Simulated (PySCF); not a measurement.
BFI2. Atoms are numbered in the order given.

```xyz
4

B      0.0000     0.0000     0.8052
F      0.0000     0.0000     2.1139
I      0.0000     1.8615    -0.2175
I      0.0000    -1.8615    -0.2175
```

Geometry optimised at PBE0-D3(BJ)/def2-SVP. The def2 effective core potentials stand for the cores of I; spin–orbit coupling is left out.

All values below come from PBE0-D3(BJ)/def2-SVP in PySCF.

Frequencies are harmonic and unscaled.

| mode | ν (cm⁻¹) | IR (km/mol) | Raman (Å⁴/amu) | depolarisation | moving atoms (share of kinetic energy) |
|---|---|---|---|---|---|
| 1 | 120 | 0.0 | 3.9 | 0.52 | I 87 %, F 8 % |
| 2 | 271 | 2.4 | 1.0 | 0.75 | F 83 %, I 17 % |
| 3 | 348 | 1.0 | 6.7 | 0.09 | F 52 %, B 25 %, I 23 % |
| 4 | 418 | 4.2 | 2.7 | 0.75 | B 89 %, F 10 % |
| 5 | 787 | 464.4 | 0.9 | 0.75 | B 95 % |
| 6 | 1328 | 292.8 | 0.9 | 0.47 | B 67 %, F 33 % |
